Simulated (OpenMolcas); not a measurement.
A calculation on In II.

```
Program             : OpenMolcas 26.06
Method              : MS-CASPT2, IPEA 0.25 Eh, imaginary shift 0.1 Eh (closed shells correlated: 4d)
Basis               : ANO-RCC-VTZP [7s6p4d2f1g]
Scalar Hamiltonian  : DKH2, point nucleus
Active space        : 2 electrons in 8 orbitals (5s 5p 6s 6p)
State averaging     : 2S+1 = 3 even, 3 roots; 2S+1 = 1 even, 7 roots; 2S+1 = 3 odd, 3 roots; 2S+1 = 1 odd, 3 roots
Spin-orbit coupling : RASSI with atomic mean-field integrals over the reference wave functions, term energies averaged over their components
```

(1) Which level of the active space comes out lowest?

(2) How high does 5p2 3P1 lie?

(3) How high does 5p2 3P2 [73 %] lie?

(4) How high does 5p2 1D2 [73 %] lie?

Measured values: NIST Handbook of Basic Atomic Spectroscopic Data.

Answers

(1) 5s2 1S0, with 100 % of that term; it is also the measured ground level.

(2) 102990 cm-1 above the lowest level; measured 103249 cm-1 above the ground level, so the calculation is off by 0 %.

(3) 103990 cm-1 above the lowest level; measured 105565 cm-1 above the ground level, so the calculation is off by -1 %.

(4) 106820 cm-1 above the lowest level; measured 97628 cm-1 above the ground level, so the calculation is off by +9 %.

CASPT2 does not keep the components of a term degenerate, so their means are used; among the terms shown or strongly mixed into the levels shown the widest spread is 71 cm-1 (5p2 1D). Some levels mix across a computed gap that differs much from the measured one, so their mixing is not that of the real levels. The run also gave levels led by 5s 6s, which use shells meant for correlation; these and all levels above them are left out. The ¹D term of p² mixes with s d, which this space lacks. Computed and measured levels are paired by configuration, term and J; levels that our copy of the source lacks, or whose pairing is in doubt (as where it misses far off the trend of its configuration), stay unpaired and out of the deviations. Levels of configurations outside the active space are missing.

A share in square brackets marks a mixed level and gives the weight of the term that names it.
